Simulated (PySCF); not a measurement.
BrF2GeHO. Atoms are numbered in the order given.

```xyz
6

O      1.6434     1.2488     0.0000
Ge     0.0058     0.6516     0.0000
F     -0.8576     1.2685     1.3556
F     -0.8576     1.2685    -1.3556
Br     0.0121    -1.5969     0.0000
H      1.6776     2.2175     0.0000
```

Geometry optimised at r2SCAN-D4/def2-SVP. Other conformers were not sampled.

These are TDDFT-PBE/def2-SVPD (PySCF) values and carry that method's errors.

Vertical excitations.  State labels are in the subgroup Cs.

Give excitation energies, oscillator strengths and character. (Estimate from the structure and the level; the computed values follow.)


```
state  symmetry  energy (eV)  λ (nm)      f                            main pairs
-----  --------  -----------  ------  -----  ------------------------------------
S1           A"         5.47     227  0.004                        HOMO→LUMO 99 %
S2           A'         5.52     224  0.010                      HOMO−1→LUMO 99 %
S3           A"         6.00     207  0.015                      HOMO−2→LUMO 99 %
S4           A'         6.94     179  0.060                      HOMO−3→LUMO 95 %
S5           A"         7.26     171  0.015                      HOMO−5→LUMO 97 %
S6           A"         7.46     166  0.002                      HOMO−6→LUMO 98 %
S7           A'         7.49     165  0.073  HOMO−4→LUMO 72 %, HOMO−1→LUMO+1 19 %
S8           A"         7.59     163  0.003                      HOMO→LUMO+1 98 %
S9           A'         7.67     162  0.033                    HOMO−1→LUMO+1 78 %
S10          A'         7.99     155  0.011                      HOMO−7→LUMO 94 %
T1           A"         5.07     244      0                       HOMO→LUMO 100 %
T2           A'         5.10     243      0                     HOMO−1→LUMO 100 %
T3           A"         5.65     219      0                      HOMO−2→LUMO 99 %
T4           A'         6.37     195      0                      HOMO−3→LUMO 98 %
```
Triplets are in the Tamm–Dancoff approximation, which puts them higher than full response would, so one can lie above its singlet here.
